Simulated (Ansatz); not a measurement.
C₉H₂₄SiSn⁻, that is SnEt3(SiMe3) with one electron more. Charge -1, multiplicity 2. Geometry PBE-D4/def2-SVP, that of the neutral singlet; atoms count from 1.

Cartesian coordinates in Å:
```
Sn -0.2689 -0.0465 -0.6146
C 1.0054 -0.7779 -2.2516
C 1.9616 -1.8904 -1.8153
H 1.5623 0.0947 -2.6535
H 0.3318 -1.1235 -3.0645
H 2.5965 -2.2537 -2.6531
H 2.6513 -1.5517 -1.0129
H 1.4174 -2.7730 -1.4178
C -1.5634 -1.7129 0.0090
C -2.5392 -1.3285 1.1232
H -0.9010 -2.5461 0.3254
H -2.1038 -2.0674 -0.8945
H -3.1893 -2.1777 1.4283
H -2.0089 -0.9851 2.0371
H -3.2137 -0.5015 0.8156
C -1.6109 1.5073 -1.4054
C -2.5572 0.9821 -2.4869
H -0.9768 2.3337 -1.7897
H -2.1753 1.9207 -0.5430
H -3.2347 1.7750 -2.8737
H -2.0044 0.5767 -3.3605
H -3.2042 0.1632 -2.1075
Si 1.1611 0.7509 1.4021
C 0.1726 1.9862 2.4564
C 1.6203 -0.7545 2.4696
C 2.7536 1.5864 0.7851
H 0.7748 2.3344 3.3227
H -0.7565 1.5254 2.8503
H -0.1180 2.8772 1.8628
H 0.7132 -1.2722 2.8440
H 2.2138 -1.4915 1.8906
H 2.2243 -0.4448 3.3492
H 3.3541 0.8929 0.1612
H 2.5274 2.4824 0.1715
H 3.3850 1.9099 1.6401
```

In the def2 sets Sn takes a core potential; there is no spin–orbit coupling. The highest occupied level of the charge -1 doublet lies above zero (up to 3.30 eV). By energy differences it is unbound by 1.97 eV (vertical, against the charge 0 singlet, at PBE0-D4/def2-SVP) and held by the finite basis.

Problem. Estimate the Mulliken populations of the heavy atoms from the PBE0/def2-SVP orbitals of Ansatz.

Solution. 
```
atom  charge (e)  spin (α − β)
 Sn1        0.28          0.43
  C2       -0.27          0.01
  C3       -0.01         -0.04
  C9       -0.32         -0.01
 C10        0.00         -0.04
 C16       -0.27         -0.02
 C17       -0.09          0.01
Si23        0.17          0.27
 C24       -0.20         -0.07
 C25       -0.28         -0.03
 C26       -0.26         -0.04
```
Mulliken values depend strongly on the basis.

Problem. Where does the spin sit?

Solution. Summed by element: Sn 0.43, C -0.25, H 0.55, Si 0.27, of 1 unpaired in all. Largest on single atoms: Sn1 0.43, Si23 0.27, C24 -0.07.

Problem. And the Mayer bond orders between heavy atoms (over 0.3)?

Solution. Sn1–C2 0.76 (2.20 Å); Sn1–C9 0.90 (2.20 Å); Sn1–C16 0.77 (2.20 Å); Sn1–Si23 1.16 (2.60 Å); C2–C3 1.09 (1.53 Å); C9–C10 1.08 (1.53 Å); C16–C17 1.08 (1.53 Å); Si23–C24 0.89 (1.90 Å); Si23–C25 0.96 (1.90 Å); Si23–C26 0.92 (1.90 Å).
